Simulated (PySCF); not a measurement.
PySCF input (PBE/def2-QZVPPD):

```python
import numpy as np, basis_set_exchange as bse
from pyscf import gto, scf, dft, df
from pyscf.prop.nmr import rks as nmr

basis = {'B': gto.basis.parse(bse.get_basis('def2-QZVPPD', elements=['B'], fmt='nwchem')), 'F': gto.basis.parse(bse.get_basis('def2-QZVPPD', elements=['F'], fmt='nwchem')), 'O': gto.basis.parse(bse.get_basis('def2-QZVPPD', elements=['O'], fmt='nwchem'))}
mol = gto.M(
    atom='''
    F    -0.00000000   -0.00000000   -1.19889826
    B     0.00000000    0.00000000    0.08714772
    O     0.00000000    0.00000000    1.29429322
    ''',
    basis=basis,
    charge=0,
    verbose=4,
    max_memory=2160,
)
mf = dft.RKS(mol, xc='pbe')
mf.grids.level = 3
mf.conv_tol = 1e-9
mf.max_cycle = 100
print('smallest overlap eigenvalue', np.linalg.eigvalsh(mol.intor('int1e_ovlp'))[0])
mf.kernel()
dip = mf.dip_moment()
n = nmr.NMR(mf)
n.verbose = 2
n.max_cycle_cphf = 60
sigma = n.kernel()
for i, x in enumerate(sigma):
    print(mol.atom_symbol(i), i + 1, round(x.trace() / 3, 3))
```

Output:

```
PySCF version 2.14.0

[INPUT] verbose = 4
[INPUT] num. atoms = 3
[INPUT] num. electrons = 22
[INPUT] charge = 0
[INPUT] spin (= nelec alpha-beta = 2S) = 0
[INPUT] symmetry False subgroup None
[INPUT] Mole.unit = angstrom
[INPUT] Symbol           X                Y                Z      unit          X                Y                Z       unit  Magmom
[INPUT]  1 F      0.000000000000   0.000000000000  -1.198898260000 AA    0.000000000000   0.000000000000  -2.265589362618 Bohr   0.0
[INPUT]  2 B      0.000000000000   0.000000000000   0.087147720000 AA    0.000000000000   0.000000000000   0.164685323180 Bohr   0.0
[INPUT]  3 O      0.000000000000   0.000000000000   1.294293220000 AA    0.000000000000   0.000000000000   2.445859710681 Bohr   0.0

nuclear repulsion = 51.3331757879934
number of shells = 59
number of NR pGTOs = 255
number of NR cGTOs = 195
basis = {'B': [[0, [46447.667056, 3.8388681014e-05], [6957.6889042, 0.00029836770197], [1583.4428403, 0.0015645478806], [448.46601009, 0.0065476770742], [146.28639262, 0.023139008388], [52.784386084, 0.069615799357], [20.51939617, 0.17119636876], [8.4185659258, 0.31913191837]], [0, [36.510018312, 0.078990617244], [10.541854005, 0.78926384265]], [0, [3.6004091387, 1.0]], [0, [1.5617023749, 1.0]], [0, [0.44997370775, 1.0]], [0, [0.18075230237, 1.0]], [0, [0.071596696319, 1.0]], [0, [0.029941402533, 1.0]], [1, [72.24046276, 0.00086539170411], [16.807707208, 0.0068762067365], [5.2259410747, 0.030976687148], [1.8508350671, 0.10432357913], [0.72206782663, 0.26164137577]], [1, [0.29491018056, 1.0]], [1, [0.12201141839, 1.0]], [1, [0.049865393625, 1.0]], [2, [1.11, 1.0]], [2, [0.402, 1.0]], [2, [0.145, 1.0]], [2, [0.050896593879, 1.0]], [3, [0.882, 1.0]], [3, [0.311, 1.0]], [4, [0.673, 1.0]]], 'F': [[0, [132535.97345, 4.7387482743e-05], [19758.112588, 0.00037070120897], [4485.1996947, 0.0019450784713], [1273.815102, 0.0080573291994], [418.93831236, 0.027992880781], [152.55721985, 0.082735120175], [59.821524823, 0.19854169012], [24.819076932, 0.34860632233]], [0, [100.74446673, 0.10505068816], [30.10372829, 0.94068472434]], [0, [10.814283272, 1.0]], [0, [4.817288677, 1.0]], [0, [1.6559334213, 1.0]], [0, [0.64893519582, 1.0]], [0, [0.24778104545, 1.0]], [0, [0.0876262368, 1.0]], [1, [240.96654114, 0.0030389933451], [57.020699781, 0.024357738582], [18.12695212, 0.11442925768], [6.6457404621, 0.37064659853], [2.6375722892, 0.79791551766]], [1, [1.06382172, 1.0]], [1, [0.4193256275, 1.0]], [1, [0.15747588299, 1.0]], [1, [0.046772400332, 1.0]], [2, [5.014, 1.0]], [2, [1.725, 1.0]], [2, [0.586, 1.0]], [2, [0.15967986245, 1.0]], [3, [3.562, 1.0]], [3, [1.148, 1.0]], [4, [2.376, 1.0]]], 'O': [[0, [116506.46908, 4.0383857939e-05], [17504.349724, 0.00031255139004], [3993.451323, 0.0016341473495], [1133.0063186, 0.0068283224757], [369.99569594, 0.024124410221], [133.62074349, 0.072730206154], [52.035643649, 0.17934429892], [21.461939313, 0.33059588895]], [0, [89.835051252, 0.096468652996], [26.428010844, 0.9411748112]], [0, [9.2822824649, 1.0]], [0, [4.0947728533, 1.0]], [0, [1.3255349078, 1.0]], [0, [0.51877230787, 1.0]], [0, [0.19772676454, 1.0]], [0, [0.069638535104, 1.0]], [1, [191.1525581, 0.0025115697705], [45.233356739, 0.020039240864], [14.353465922, 0.093609064762], [5.2422371832, 0.30618127124], [2.0792418599, 0.67810501439]], [1, [0.84282371424, 1.0]], [1, [0.33617694891, 1.0]], [1, [0.12863997974, 1.0]], [1, [0.043598162776, 1.0]], [2, [3.775, 1.0]], [2, [1.3, 1.0]], [2, [0.444, 1.0]], [2, [0.12546378695, 1.0]], [3, [2.666, 1.0]], [3, [0.859, 1.0]], [4, [1.846, 1.0]]]}
ecp = {}
smallest overlap eigenvalue 2.391773735566477e-05

******** <class 'pyscf.dft.rks.RKS'> ********
method = RKS
initial guess = minao
damping factor = 0
level_shift factor = 0
DIIS = <class 'pyscf.scf.diis.CDIIS'>
diis_start_cycle = 1
diis_space = 8
diis_damp = 0
SCF conv_tol = 1e-09
SCF conv_tol_grad = None
SCF max_cycles = 100
direct_scf = True
direct_scf_tol = 1e-13
XC library pyscf.dft.libxc version 7.1.2
    S. Lehtola, C. Steigemann, M. J. T. Oliveira, and M. A. L. Marques,  SoftwareX 7, 1–5 (2018)
XC functionals = pbe
    J. P. Perdew, K. Burke, and M. Ernzerhof,  Phys. Rev. Lett. 77, 3865 (1996)
    J. P. Perdew, K. Burke, and M. Ernzerhof,  Phys. Rev. Lett. 78, 1396 (1997)
    J. P. Perdew, K. Burke, and M. Ernzerhof,  Phys. Rev. Lett. 77, 3865 (1996)
    J. P. Perdew, K. Burke, and M. Ernzerhof,  Phys. Rev. Lett. 78, 1396 (1997)
radial grids:
    Treutler-Ahlrichs [JCP 102, 346 (1995); DOI:10.1063/1.469408] (M4) radial grids

becke partition: Becke, JCP 88, 2547 (1988); DOI:10.1063/1.454033
pruning grids: <function nwchem_prune>
grids dens level: 3
symmetrized grids: False
atomic radii adjust function: <function treutler_atomic_radii_adjust>
small_rho_cutoff = 0
Set gradient conv threshold to 3.16228e-05
Initial guess from minao.
tot grids = 42392
init E= -200.153716765714
  HOMO = -0.446478282375209  LUMO = -0.0729384112616316  gap/eV = 10.16454
cycle= 1 E= -199.707721195746  delta_E= 0.446  |g|= 1.01  |ddm|= 1.27
  HOMO = -0.149684760633264  LUMO = -0.039436612145586  gap/eV = 3.00000
cycle= 2 E= -197.834878925762  delta_E= 1.87  |g|= 2.98  |ddm|= 1.54
  HOMO = -0.324930772515979  LUMO = -0.0440752920448695  gap/eV = 7.64247
cycle= 3 E= -199.848472800381  delta_E= -2.01  |g|= 0.519  |ddm|=  1.3
  HOMO = -0.318754415514985  LUMO = -0.0571312802297754  gap/eV = 7.11913
cycle= 4 E= -199.887462162692  delta_E= -0.039  |g|= 0.238  |ddm|= 0.23
  HOMO = -0.323172503075701  LUMO = -0.0605459196304814  gap/eV = 7.14643
cycle= 5 E= -199.894866801836  delta_E= -0.0074  |g|= 0.0397  |ddm|= 0.0757
  HOMO = -0.318668898787103  LUMO = -0.0572168687150167  gap/eV = 7.11447
cycle= 6 E= -199.895206666807  delta_E= -0.00034  |g|= 0.0113  |ddm|= 0.0225
  HOMO = -0.320223442456844  LUMO = -0.0574456288274234  gap/eV = 7.15055
cycle= 7 E= -199.895232791679  delta_E= -2.61e-05  |g|= 0.00148  |ddm|= 0.00519
  HOMO = -0.320244511717405  LUMO = -0.0574454648424378  gap/eV = 7.15113
cycle= 8 E= -199.895233123489  delta_E= -3.32e-07  |g|= 0.00033  |ddm|= 0.000644
  HOMO = -0.320257502430158  LUMO = -0.0574434210626151  gap/eV = 7.15154
cycle= 9 E= -199.895233142933  delta_E= -1.94e-08  |g|= 7.57e-05  |ddm|= 0.000112
  HOMO = -0.320262908390473  LUMO = -0.0574430269220372  gap/eV = 7.15169
cycle= 10 E= -199.89523314398  delta_E= -1.05e-09  |g|= 2.88e-06  |ddm|= 3.22e-05
  HOMO = -0.320263282060426  LUMO = -0.057443178274724  gap/eV = 7.15170
cycle= 11 E= -199.895233143981  delta_E= -1.42e-12  |g|= 5.38e-07  |ddm|= 2.27e-06
  HOMO = -0.320263143709116  LUMO = -0.0574431573333385  gap/eV = 7.15170
Extra cycle  E= -199.895233143981  delta_E= -2.84e-14  |g|= 1.22e-06  |ddm|= 6.51e-07
converged SCF energy = -199.895233143981
Dipole moment(X, Y, Z, Debye):  0.00000,  0.00000, -2.07285
F 1 380.066
B 2 92.319
O 3 194.634
```
